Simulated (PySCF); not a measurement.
# Unknown compound

Molecular formula: C$_{4}$H$_{11}$OP$_{3}$. Simulated spectra:

$^{1}$H NMR (300 MHz, computed): δ 4.84 (m, 2H), 3.31 (s, 3H), 3.21 (m, 2H), 2.96 (m, 2H), 2.52 (m, 2H).

$^{13}$C{$^{1}$H} NMR (computed): δ 81.5, 59.2, 32.2, 24.9.

PySCF 2.14 calculation with NMR shieldings at PBE0/pcSseg-1/GIAO and GFN2-xTB geometry; non-relativistic Hamiltonian, in vacuum, one conformer, equivalent nuclei averaged.

Referencing at the same level of theory: TMS for $^{1}$H, $^{13}$C.

What is the structure?

Answers


1. 4 carbon signals for 4 carbons: no two carbons are equivalent.
2. Carbon types of the structure: 3 × CH2, 1 × CH3, leaving 2 H on heteroatoms.
3. δC 81.5: sp3 CH2 bonded to O and P; the inductive effect lowers its shielding.
4. δC 59.2: methyl carbon bonded to O; pulled downfield by the heteroatom.
5. δC 32.2, 24.9: sp3 CH2 bonded to P.
6. δH 4.84: hydrogen on an sp3 CH2 bonded to O and P; its carbon carries O, an electronegative neighbour.
7. δH 3.31: hydrogen on a methyl carbon bonded to O; its carbon carries O, hence the downfield position.
8. δH 3.21, 2.52: hydrogen on an sp3 CH2 bonded to P.
9. δH 2.96: hydrogen on a phosphorus bonded to C.

These data were computed for `COC/P=P/CCP`.

The shifts were computed for this structure.

Splittings by $^{31}$P in the carbon and heteronuclear signals aren't shown, as no couplings were computed. Shifts are as computed. Against solution values, carbons near 30 ppm lie about +3 ppm off and those near 130 ppm about +5 ppm. Of 1211 compounds with measured shifts, 218 miss one by over three times the rms of a fit or turn the order of signals round; such compounds aren't used in these exercises. Multiplicities follow the n + 1 count of equivalent neighbours, as no J values were calculated; m marks all less simple cases, F and P coupling included.
